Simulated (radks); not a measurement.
Question: These are the eigenvalues of the occupied orbitals of an atom or ion with whole-number occupations (eV). Calculated with a radial shooting solver on a logarithmic mesh with Libxc functionals: non-relativistic Kohn-Sham, r2SCAN, spin-polarised, spherical densities, point nucleus; meta-GGA in the generalised Kohn-Sham scheme.

1s up: -2558.278
1s down: -2552.159
2s up: -327.4298
2s down: -315.5538
2p up: -276.8989
2p down: -262.9981
3s up: -78.7707
3s down: -74.5007
3d up: -45.3718

Which element is it, and in what charge state? The configuration may be excited. Open shells, if any, are filled with parallel spins first.

Answer: Z = 16, sulfur, charge +4: S4+ in [He] 2s2 2p4 3s2 3d2. The list shows which subshells hold electrons but not how many an open one holds; the 1s level, -94.015 hartree, gives Z - s = 13.7 by -(Z - s)^2/2, which with screening narrows Z to a few neighbours, and the depths of the outer levels then fix element, charge and occupations together.
